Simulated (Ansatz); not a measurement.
Reaction (cleavage of the Si–Si bond): `C=C[SiH2][SiH](F)F` + HBr → `F[SiH](F)Br` + `C=C[SiH3]`

Isolated molecules relaxed with PBE0-D4/def2-TZVP in Ansatz; ΔE leaves out vibrations. CBS: MP2 limit from def2 TZ/QZ plus the TZ coupled-cluster correction, frozen cores. DFT in def2-TZVPP. B3LYP here is the variant with VWN-RPA as its local correlation; programs differ in this. For Br outer-core shells are correlated without core-valence functions, which leaves a few kJ/mol of doubt a bond. Scalar relativity is left out up to krypton. Each species was taken in one conformer, which may not be the lowest.

```csv
level,ΔE (kJ/mol),difference from CCSD(T)/CBS
PBE0-D4,-99.2,10.9
B3LYP-D4,-102.5,7.6
ωB97X-V,-105.4,4.7
ωB97M-V,-112.6,-2.5
MP2/def2-TZVPP,-116.9,-6.8
CCSD/def2-TZVPP,-108.4,1.7
CCSD(T)/def2-TZVPP,-106.9,3.2
HF/def2-QZVPP,-123.3,-13.2
MP2/def2-QZVPP,-118.9,-8.8
HF/CBS(def2),-123.4,-13.3
CCSD(T)/CBS,-110.1,0
```

Largest T1 diagnostic among the species: 0.013.

In def2-TZVPP, CCSD(T) changes the Hartree–Fock value by +15.9 kJ/mol (the triples alone add +1.6 kJ/mol) and MP2 by +5.9 kJ/mol. The D4 term adds +3.1 kJ/mol with B3LYP and +2.3 kJ/mol with PBE0; it sums over pairs of atoms, weighted by their polarisabilities, and B3LYP, whose exchange is more repulsive, gets the larger term. From PBE to PBE0 (25 % exact exchange), in def2-TZVPP and without D4, ΔE moves by −6.8 kJ/mol.
